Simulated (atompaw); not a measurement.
**An all-electron radial function and its pseudo partner (holmium (Ho))**

Columns: radius, all-electron u(r) and pseudo u(r) of the 6p shell (level -1.33 eV) of holmium in the configuration [Kr] 4d10 4f10 5s2 5p6 5d1 6s2 6p0; PBE, scalar-relativistic, PAW (atompaw) scheme, atompaw 4.2.0.5.

| r (bohr) | all-electron | pseudo |
| --- | --- | --- |
| 0.100 | -0.0172 | -0.0017 |
| 0.200 | -0.0597 | -0.0066 |
| 0.300 | 0.0421 | -0.0144 |
| 0.400 | 0.1047 | -0.0246 |
| 0.500 | 0.0913 | -0.0366 |
| 0.600 | 0.0328 | -0.0495 |
| 0.700 | -0.0377 | -0.0624 |
| 0.800 | -0.1004 | -0.0743 |
| 0.900 | -0.1471 | -0.0844 |
| 1.000 | -0.1755 | -0.0917 |
| 1.100 | -0.1872 | -0.0954 |
| 1.200 | -0.1846 | -0.0950 |
| 1.300 | -0.1705 | -0.0900 |
| 1.400 | -0.1479 | -0.0801 |
| 1.500 | -0.1190 | -0.0653 |
| 1.600 | -0.0859 | -0.0460 |
| 1.700 | -0.0503 | -0.0224 |
| 1.800 | -0.0134 | 0.0047 |
| 1.900 | 0.0237 | 0.0345 |
| 2.000 | 0.0605 | 0.0663 |
| 2.100 | 0.0964 | 0.0990 |
| 2.200 | 0.1309 | 0.1319 |
| 2.300 | 0.1638 | 0.1641 |
| 2.400 | 0.1950 | 0.1951 |
| 2.500 | 0.2245 | 0.2245 |
| 2.600 | 0.2520 | 0.2520 |

Question: How many radial nodes do the two functions have?

Answer: The all-electron 6p function has n − l − 1 = 4 (the table is too coarse to show those close to the nucleus); the pseudo-wave has 1, since 1 lower shell of the same l stays in the valence.

Question: Is the pseudo-wave norm-conserving?

Answer: No, it belongs to a PAW set: the norm inside the radius is not constrained, and the difference is carried by the augmentation charge.
